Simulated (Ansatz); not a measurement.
Born–Oppenheimer molecular dynamics of Cl3H3OW (8 atoms, charge 0, multiplicity 1). It goes on from the last frame of an earlier run, with new velocities.

The calculation used RKS PBE-D4/def2-SVP in Ansatz.

| Property | Result |
| --- | --- |
| ensemble | NVT, Langevin thermostat |
| time step | 0.5 fs |
| steps asked | 166 |
| set temperature | 500 K |
| friction | 0.005 /fs |
| seed | 730179 |

Frames 2.5 fs apart, positions in Å, forces in eV/Å.

Velocities at 10 fs (Å/ps):

```
W -1.96 2.20 0.50
O 3.79 -0.96 -0.18
H 8.56 20.98 24.65
Cl 0.79 -0.72 -3.51
H 7.44 -25.54 0.97
Cl 1.84 -6.41 2.78
H -2.82 -14.14 3.23
Cl 1.63 -6.55 1.53
```

```xyz
8
Properties=species:S:1:pos:R:3:forces:R:3 time_fs=10 energy_less_start_eV=0.070 T=399
W 0.088 0.062 0.017 0.31 -1.23 0.74
O 0.142 -0.458 1.854 -0.06 0.28 0.05
H -0.499 -0.214 2.560 0.14 -0.16 -0.33
Cl 2.359 0.562 0.215 -0.32 0.05 -0.07
H -0.282 1.534 -0.698 -0.36 0.23 -0.13
Cl -2.205 0.388 0.444 0.10 0.28 -0.10
H -0.622 -1.472 -0.279 0.04 0.48 0.14
Cl 0.462 -0.490 -2.186 0.17 0.07 -0.30
8
Properties=species:S:1:pos:R:3:forces:R:3 time_fs=12.5 energy_less_start_eV=0.161 T=334
W 0.083 0.068 0.018 0.53 -2.43 1.02
O 0.151 -0.461 1.854 -0.70 0.63 0.90
H -0.462 -0.173 2.606 0.78 -0.47 -1.18
Cl 2.360 0.559 0.205 -0.34 0.10 -0.08
H -0.280 1.487 -0.705 -0.59 0.93 -0.46
Cl -2.200 0.372 0.451 -0.01 0.37 -0.10
H -0.626 -1.496 -0.267 0.16 0.76 0.15
Cl 0.465 -0.506 -2.183 0.15 0.11 -0.25
8
Properties=species:S:1:pos:R:3:forces:R:3 time_fs=15 energy_less_start_eV=0.123 T=361
W 0.079 0.072 0.021 0.60 -2.10 0.79
O 0.158 -0.463 1.856 0.50 0.11 -0.62
H -0.380 -0.153 2.596 -0.41 0.10 0.34
Cl 2.360 0.557 0.196 -0.33 0.13 -0.08
H -0.316 1.482 -0.743 -0.44 0.65 -0.29
Cl -2.194 0.357 0.460 -0.15 0.40 -0.07
H -0.616 -1.482 -0.248 0.12 0.60 0.09
Cl 0.468 -0.521 -2.180 0.12 0.11 -0.17
8
Properties=species:S:1:pos:R:3:forces:R:3 time_fs=17.5 energy_less_start_eV=0.113 T=364
W 0.075 0.077 0.024 0.62 -0.81 0.35
O 0.166 -0.464 1.857 0.73 -0.02 -0.98
H -0.333 -0.129 2.602 -0.65 0.26 0.70
Cl 2.358 0.555 0.188 -0.29 0.16 -0.07
H -0.375 1.505 -0.795 -0.09 -0.08 0.14
Cl -2.190 0.343 0.466 -0.30 0.38 -0.01
H -0.595 -1.443 -0.214 -0.08 0.03 -0.07
Cl 0.471 -0.536 -2.176 0.07 0.08 -0.06
8
Properties=species:S:1:pos:R:3:forces:R:3 time_fs=20 energy_less_start_eV=0.172 T=324
W 0.071 0.081 0.028 0.75 0.43 -0.01
O 0.176 -0.465 1.857 -0.16 0.62 0.44
H -0.316 -0.088 2.635 0.24 -0.38 -0.68
Cl 2.356 0.555 0.180 -0.24 0.19 -0.06
H -0.429 1.515 -0.847 0.18 -0.53 0.47
Cl -2.188 0.328 0.472 -0.45 0.37 0.05
H -0.580 -1.397 -0.184 -0.35 -0.76 -0.24
Cl 0.474 -0.551 -2.170 0.02 0.05 0.03
8
Properties=species:S:1:pos:R:3:forces:R:3 time_fs=22.5 energy_less_start_eV=0.207 T=297
W 0.066 0.086 0.031 0.73 0.48 -0.38
O 0.186 -0.465 1.856 -0.14 0.65 0.48
H -0.288 -0.067 2.634 0.21 -0.39 -0.62
Cl 2.355 0.556 0.171 -0.23 0.22 -0.05
H -0.469 1.504 -0.874 0.32 -0.59 0.60
Cl -2.186 0.315 0.477 -0.59 0.40 0.11
H -0.599 -1.385 -0.166 -0.28 -0.81 -0.26
Cl 0.478 -0.563 -2.164 -0.02 0.04 0.11
8
Properties=species:S:1:pos:R:3:forces:R:3 time_fs=25 energy_less_start_eV=0.202 T=279
W 0.062 0.091 0.035 0.57 -0.76 -0.62
O 0.197 -0.465 1.856 0.75 -0.08 -1.02
H -0.252 -0.072 2.600 -0.73 0.40 0.99
Cl 2.353 0.557 0.160 -0.22 0.26 -0.03
H -0.500 1.463 -0.868 0.30 -0.24 0.47
Cl -2.183 0.305 0.481 -0.75 0.46 0.19
H -0.644 -1.411 -0.166 0.14 -0.11 -0.12
Cl 0.482 -0.576 -2.156 -0.05 0.09 0.14
8
Properties=species:S:1:pos:R:3:forces:R:3 time_fs=27.5 energy_less_start_eV=0.216 T=265
W 0.059 0.096 0.038 0.61 -2.22 -0.54
O 0.209 -0.469 1.855 0.12 0.44 0.00
H -0.254 -0.069 2.617 -0.15 -0.09 0.04
Cl 2.350 0.559 0.150 -0.19 0.31 -0.02
H -0.513 1.416 -0.835 0.10 0.40 0.10
Cl -2.181 0.296 0.485 -0.89 0.50 0.26
H -0.679 -1.444 -0.179 0.47 0.52 0.04
Cl 0.486 -0.588 -2.148 -0.05 0.15 0.13
8
Properties=species:S:1:pos:R:3:forces:R:3 time_fs=30 energy_less_start_eV=0.286 T=160
W 0.055 0.100 0.040 0.90 -3.03 -0.29
O 0.222 -0.471 1.856 -0.67 1.04 1.16
H -0.268 -0.067 2.644 0.58 -0.67 -1.15
Cl 2.346 0.560 0.143 -0.16 0.34 -0.02
H -0.520 1.390 -0.801 -0.14 0.95 -0.25
Cl -2.180 0.287 0.490 -0.98 0.52 0.29
H -0.684 -1.447 -0.197 0.51 0.63 0.13
Cl 0.487 -0.601 -2.144 -0.06 0.22 0.12
8
Properties=species:S:1:pos:R:3:forces:R:3 time_fs=32.5 energy_less_start_eV=0.229 T=222
W 0.052 0.103 0.041 1.10 -2.40 -0.35
O 0.231 -0.469 1.857 0.07 0.41 -0.15
H -0.251 -0.096 2.618 -0.19 -0.05 0.12
Cl 2.341 0.562 0.136 -0.11 0.35 -0.01
H -0.523 1.417 -0.791 -0.05 0.71 -0.15
Cl -2.179 0.280 0.496 -1.02 0.49 0.31
H -0.656 -1.414 -0.210 0.26 0.22 0.11
Cl 0.488 -0.613 -2.140 -0.06 0.26 0.11
8
Properties=species:S:1:pos:R:3:forces:R:3 time_fs=35 energy_less_start_eV=0.234 T=217
W 0.050 0.106 0.043 1.26 -0.79 -0.55
O 0.241 -0.464 1.860 0.66 -0.02 -1.17
H -0.259 -0.136 2.600 -0.81 0.36 1.06
Cl 2.337 0.565 0.130 -0.09 0.34 -0.01
H -0.521 1.484 -0.804 0.21 -0.04 0.24
Cl -2.181 0.271 0.502 -0.99 0.44 0.30
H -0.615 -1.365 -0.220 -0.17 -0.57 0.02
Cl 0.489 -0.624 -2.136 -0.07 0.28 0.11
8
Properties=species:S:1:pos:R:3:forces:R:3 time_fs=37.5 energy_less_start_eV=0.250 T=199
W 0.049 0.109 0.045 1.39 0.05 -0.60
O 0.254 -0.458 1.861 -0.45 0.58 0.35
H -0.311 -0.159 2.620 0.28 -0.27 -0.50
Cl 2.335 0.570 0.125 -0.09 0.33 0.00
H -0.505 1.538 -0.809 0.26 -0.47 0.42
Cl -2.184 0.262 0.509 -0.90 0.41 0.26
H -0.578 -1.352 -0.227 -0.43 -0.94 -0.02
Cl 0.489 -0.634 -2.133 -0.05 0.31 0.09
```

Of the whole run (83 fs, mean temperature of the second half 311 K): The mean temperature of the second half is 38 % below the set value. A run of 0.083 ps of so small a system gives no equilibrium averages.

Time of the run: 5 min on 4 threads of Intel(R) Xeon(R) Platinum 8259CL CPU @ 2.50GHz (Skylake/Cascade Lake) (shared host), peak memory 0.22 GiB.
